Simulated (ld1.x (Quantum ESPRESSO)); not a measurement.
# An all-electron radial function and its pseudo partner (F (Z = 9))

Columns: radius, all-electron u(r) and pseudo u(r) of the 2p shell (level -38.39 eV) of fluorine in the configuration [He] 2s2 2p3.5; LDA (PZ), non-relativistic, TM scheme, ld1.x (Quantum ESPRESSO) 7.5.

```json
{"r (bohr)": "0.042", "all-electron": "0.0353", "pseudo": "0.0185"}
{"r (bohr)": "0.085", "all-electron": "0.1206", "pseudo": "0.0742"}
{"r (bohr)": "0.128", "all-electron": "0.2295", "pseudo": "0.1616"}
{"r (bohr)": "0.170", "all-electron": "0.3430", "pseudo": "0.2697"}
{"r (bohr)": "0.212", "all-electron": "0.4544", "pseudo": "0.3906"}
{"r (bohr)": "0.255", "all-electron": "0.5606", "pseudo": "0.5171"}
{"r (bohr)": "0.298", "all-electron": "0.6555", "pseudo": "0.6361"}
{"r (bohr)": "0.340", "all-electron": "0.7359", "pseudo": "0.7378"}
{"r (bohr)": "0.382", "all-electron": "0.8040", "pseudo": "0.8209"}
{"r (bohr)": "0.425", "all-electron": "0.8611", "pseudo": "0.8854"}
{"r (bohr)": "0.467", "all-electron": "0.9052", "pseudo": "0.9299"}
{"r (bohr)": "0.510", "all-electron": "0.9394", "pseudo": "0.9596"}
{"r (bohr)": "0.552", "all-electron": "0.9631", "pseudo": "0.9769"}
{"r (bohr)": "0.595", "all-electron": "0.9784", "pseudo": "0.9861"}
{"r (bohr)": "0.638", "all-electron": "0.9859", "pseudo": "0.9892"}
{"r (bohr)": "0.680", "all-electron": "0.9866", "pseudo": "0.9876"}
{"r (bohr)": "0.722", "all-electron": "0.9816", "pseudo": "0.9818"}
{"r (bohr)": "0.765", "all-electron": "0.9717", "pseudo": "0.9717"}
{"r (bohr)": "0.807", "all-electron": "0.9579", "pseudo": "0.9579"}
{"r (bohr)": "0.850", "all-electron": "0.9404", "pseudo": "0.9404"}
{"r (bohr)": "0.892", "all-electron": "0.9205", "pseudo": "0.9205"}
{"r (bohr)": "0.935", "all-electron": "0.8979", "pseudo": "0.8979"}
{"r (bohr)": "0.977", "all-electron": "0.8740", "pseudo": "0.8740"}
{"r (bohr)": "1.020", "all-electron": "0.8482", "pseudo": "0.8482"}
{"r (bohr)": "1.062", "all-electron": "0.8221", "pseudo": "0.8221"}
{"r (bohr)": "1.105", "all-electron": "0.7946", "pseudo": "0.7946"}
```

Q: How many radial nodes do the two functions have?

A: The all-electron 2p function has n − l − 1 = 0; the pseudo-wave has 0.

Q: At about which radius was the pseudo-wave matched?

A: 0.80 bohr. The columns agree to 0.0005 from 0.72 bohr on; several derivatives are matched, so the curves merge somewhat inside the radius.

Q: Where does each function peak?

A: Outermost all-electron maximum near 0.68 bohr, pseudo maximum near 0.64 bohr (to the table’s step).

Q: Is the pseudo-wave norm-conserving?

A: Yes: the TM scheme keeps the norm inside the radius equal to the all-electron one, which fixes the energy derivative of the logarithmic derivative at the level.
